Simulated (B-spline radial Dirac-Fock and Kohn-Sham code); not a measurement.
# Se 4p3/2: cross section and angular parameters

System: atomic selenium, configuration [Ar] 3d10 4s2 4p4; threshold 8.91 eV (orbital energy of the model). Calculated with a radial B-spline solver, using Dirac-Hartree-Slater photoionisation with a Latter tail; cross sections with all multipoles, angular parameters from the dipole term and its interference with E2.

Input of the calculation (task.json; shells as n, l, electrons):

```json
{"items": [{
  "Z": 34,
  "q": 0,
  "cfg": [[1, 0, 2], [2, 0, 2], [2, 1, 6], [3, 0, 2], [3, 1, 6], [3, 2, 10], [4, 0, 2], [4, 1, 4]],
  "A": 80,
  "rrms": 4.14,
  "do": "xps",
  "hv": [60.0, 71.9, 89.6, 100, 102.0, 137.0, 142.0, 143.0, 152.0, 201.0, 239.0, 309.0, 348.0, 499.0, 600, 722.0, 760.0, 800, 1000, 2000, 2270.0, 3870.0, 4000, 4420.0, 5040.0, 5680.0, 5940.0, 6000, 6820.0, 15000],
  "edges": {"K": 12658.0, "L1": 1652.0, "L2": 1474.3, "L3": 1433.9, "M1": 229.6, "M2": 166.5, "M3": 160.7}
}]}
```

Launch: `python xray2_run.py task.json out`

```
hν (eV)   σ (kb)       β       γ       δ
     60      117   0.003   0.053   0.003
   71.9     90.4  -0.178  -0.030   0.017
   89.6     77.7   0.130  -0.005   0.024
    100     73.5   0.341   0.036   0.023
    102     72.7   0.379   0.043   0.022
    137     61.6   0.862   0.135   0.014
    142     60.1   0.911   0.142   0.013
    143     59.8   0.920   0.143   0.013
    152     57.4   0.997   0.151   0.011
    201     45.5   1.277   0.150   0.004
    239     38.3   1.397   0.123   0.001
    309     28.5   1.523   0.067  -0.001
    348     24.5   1.565   0.041  -0.001
    499     14.6   1.644  -0.017   0.000
    600     10.8   1.663  -0.024   0.000
    722        ?       ?       ?       ?
    760     7.13   1.671  -0.004   0.002
    800     6.48   1.670   0.004   0.002
   1000     4.21   1.658   0.058   0.004
   2000    0.905   1.548   0.387   0.015
   2270    0.663   1.516   0.468   0.019
   3870    0.163   1.351   0.844   0.044
   4000    0.149   1.339   0.868   0.046
   4420    0.113   1.302   0.942   0.054
   5040   0.0775   1.251   1.038   0.065
   5680   0.0547   1.202   1.125   0.077
   5940   0.0479   1.184   1.157   0.082
   6000   0.0465   1.179   1.164   0.083
   6820   0.0317   1.124   1.254   0.098
  15000  0.00259   0.753   1.739   0.242
```

**Question.** Give the values at 722 eV.

**Answer.** σ = 7.83 kb, β = 1.671, γ = -0.011, δ = 0.002.
